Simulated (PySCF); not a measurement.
Al(Me)2(F) cation (C₂H₆AlF), SMILES [CH3][Al]([F])[CH3] (connectivity only; charge and spin as stated), charge +1, multiplicity 2.

The structure is a stationary point at PBE0-D3(BJ)/def2-SVP. The multiplicity is an assumed one; other spin states were not compared. The isomer is the one that the SMILES or the coordinates give; other isomers of the formula were not compared.

Computed with PySCF with B3LYP/def2-TZVP.

Gas-phase values at a fixed geometry.

Computed frontier levels, dipole moment and polarisability:
```yaml
"α spin, highest occupied and lowest empty level": -14.15 and -6.22 eV
"β spin, highest occupied and lowest empty level": -14.78 and -11.20 eV
dipole_moment_about_the_centre_of_nuclear_charge: 0.856 e·Å
mean_static_polarisability: 56.7 bohr³ (8.40 Å³)
polarisability_principal_values: 36.0, 43.4, 90.6 bohr³
"⟨S²⟩": 0.761 (pure state 0.75)
```
